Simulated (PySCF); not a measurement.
# Reading the logs of faulty runs: Al2BCH6

All numbers below are calculated, not measured. The program is PySCF 2.14.0, an open-source quantum chemistry code, run on an isolated molecule that a program drew, which may never have been made. The molecule is Al2BCH6 (charge 0, doublet), drawn as the SMILES string `[CH3][AlH][BH][AlH]`.

Each row is a Hartree-Fock (HF) and frozen-core CCSD(T) single point in the cc-pV(D+d)Z basis, meant for a local HF minimum. Run 1 is clean. Each other run has one planted mistake out of seven kinds, and not every kind appears here: one electron removed, one electron added, multiplicity raised by two, geometry at a saddle point, minimal basis STO-3G, one bond length entered in bohr, all coordinates scaled. The reference is restricted for singlets and unrestricted otherwise, and also for a bond in bohr. Adding or removing an electron swaps singlet and doublet. Electrons count all cores. HOMO and LUMO are orbital energies over both spins, the gradient is its largest component, and the lowest frequency (negative if imaginary) is given only where the gradient is small. Bond lengths are over the 9 bonds as drawn. T1 is the CCSD diagnostic: over 0.02 (restricted) or 0.045 (unrestricted) a single reference is doubtful.

Geometry of the clean run:
```xyz
10
Al2BCH6, angstrom
C    -2.6177    0.4824   -0.4293
Al   -2.1796    1.8693    0.9208
B    -0.1883    2.2617    1.5446
Al    1.1806    1.1043    0.6420
H    -3.3076   -0.2599   -0.0072
H    -3.1422    0.9301   -1.2834
H    -1.7587   -0.0685   -0.8316
H    -3.4390    2.6601    1.4950
H     0.1416    3.0850    2.3550
H     2.0875    0.1028   -0.1746
```

```
run,electrons,basis functions,<S^2>,HOMO (eV),LUMO (eV),gradient (hartree/bohr),lowest frequency (cm^-1),mean bond (Å),longest bond (Å),T1,HF (hartree),CCSD(T) (hartree),mistake
1,43,104,0.759,-7.23,0.34,1.5e-05,57,1.5313,2.123,0.0164,-549.80398,-550.22653,no fault
2,42,104,0.000,-14.56,-5.82,4.1e-02,-,1.5313,2.123,0.0123,-549.56653,-549.96439,one electron removed
3,43,34,0.766,-3.55,7.14,3.3e-02,-,1.5313,2.123,0.0215,-543.18207,-543.38640,minimal basis STO-3G
4,44,104,0.000,-0.90,5.54,3.2e-02,-,1.5313,2.123,0.0200,-549.81027,-550.27584,one electron added
5,43,104,0.758,-7.67,0.34,6.9e-02,-,1.3950,1.934,0.0148,-549.73129,-550.14889,?
6,43,104,3.767,-5.64,-0.69,4.0e-02,-,1.5313,2.123,0.0197,-549.71894,-550.12255,?
```

**Which mistake was planted in run 5, and what did it cost?**

The mean and the longest bond both change by the same factor, 0.911, and the gradient is no longer small. So the mistake is: all coordinates scaled. Subtracting run 1 and multiplying by 627.51 kcal/mol a hartree, the energy moved by 45.6 kcal/mol in HF and 48.7 kcal/mol in CCSD(T).

**Which mistake was planted in run 6, and what did it cost?**

Electrons, basis and geometry are unchanged, and <S^2> is 3.767, beside S(S+1) = 3.75 for a multiplicity of 4. So the mistake is: multiplicity raised by two. Subtracting run 1 and multiplying by 627.51 kcal/mol a hartree, the energy moved by 53.4 kcal/mol in HF and 65.2 kcal/mol in CCSD(T).

Cautions from the logs. Run 4: T1 is over the limit, so its CCSD(T) energy is less reliable.
